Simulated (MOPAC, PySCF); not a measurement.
CH3NO, SMILES `NC=O`, neutral singlet in the gas phase. 

Z-matrix (Å, degrees):
```
C
O 1 1.2113
N 1 1.3554 2 124.72
H 3 1.0053 1 121.31 2 -180.00
H 3 1.0080 4 119.34 1 -180.00
H 1 1.1085 2 123.01 3 180.00
```
Charge 0, multiplicity 1.

All levels are single points at this geometry (r2SCAN-D4/def2-TZVPD); Pople sets use spherical d functions. Orbital energies aren't observables, and empty levels follow the basis.

```csv
level,HOMO (eV),LUMO (eV),gap (eV),dipole (D),"vertical IE, Delta-SCF (eV)"
r2SCAN-D4/def2-TZVPD in PySCF,-6.33,-0.48,5.85,3.93,–
B3LYP/6-311+G** in PySCF,-7.46,-0.19,7.27,4.06,–
BP86/6-31G* in PySCF,-5.59,-0.10,5.48,3.73,–
M06-2X/6-31G* in PySCF,-8.91,2.23,11.14,3.89,–
PBE/6-31G* in PySCF,-5.46,0.00,5.46,3.70,9.96
SVWN5/6-31G* in PySCF,-5.57,-0.22,5.35,3.79,–
HF/3-21G in PySCF,-10.93,5.81,16.74,4.09,–
PM6 in MOPAC,-10.62,0.96,11.58,4.17,–
PM7 in MOPAC,-10.56,1.21,11.77,4.10,–
```
